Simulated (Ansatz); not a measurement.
`CC(Br)BS` and `C[CH]([GeH3])Br` differ in one atom or group.

Ansatz, PBE0-D4/def2-TZVP geometries, multiplicity 1. Each molecule was computed in one conformer, which needn't be the lowest.

Scalar relativity is left out up to krypton.

| property | `CC(Br)BS` |
| --- | --- |
| LUMO energy (B3LYP/def2-TZVPP) / eV | -1.55 |
| HOMO–LUMO gap (ωB97M-V/def2-TZVPP) / eV | 10.54 |
| HOMO energy (PBE0/def2-TZVPP) / eV | -7.76 |
| size of the dipole moment (B3LYP/def2-TZVPP) / D | 2.20 |
| HOMO energy (B3LYP/def2-TZVPP) / eV | -7.52 |
| HOMO–LUMO gap (B3LYP/def2-TZVPP) / eV | 5.97 |

(1) Give the same properties after the change, and the shifts. (Estimate.)

Results:

(1) Ansatz gave: 
```json
{"property": "LUMO energy (B3LYP/def2-TZVPP) / eV", "`C[CH]([GeH3])Br`": "-0.49", "shift": "1.06"}
{"property": "HOMO–LUMO gap (ωB97M-V/def2-TZVPP) / eV", "`C[CH]([GeH3])Br`": "11.51", "shift": "0.97"}
{"property": "HOMO energy (PBE0/def2-TZVPP) / eV", "`C[CH]([GeH3])Br`": "-7.60", "shift": "0.16"}
{"property": "size of the dipole moment (B3LYP/def2-TZVPP) / D", "`C[CH]([GeH3])Br`": "1.85", "shift": "-0.35"}
{"property": "HOMO energy (B3LYP/def2-TZVPP) / eV", "`C[CH]([GeH3])Br`": "-7.38", "shift": "0.14"}
{"property": "HOMO–LUMO gap (B3LYP/def2-TZVPP) / eV", "`C[CH]([GeH3])Br`": "6.89", "shift": "0.92"}
```

With PBE0 the HOMO rises by 0.16 eV and the LUMO rises by 1.13 eV, so the gap widens by about 0.97 eV. PBE moves the HOMO by 0.17 eV and ωB97M-V by 0.13 eV. Dipoles are sizes alone; their direction can turn.

B3LYP here is the variant with VWN-RPA as its local correlation; programs differ in this.

Spin–orbit coupling is left out; it splits and shifts lone-pair levels of the heavy atoms by tenths of an eV.
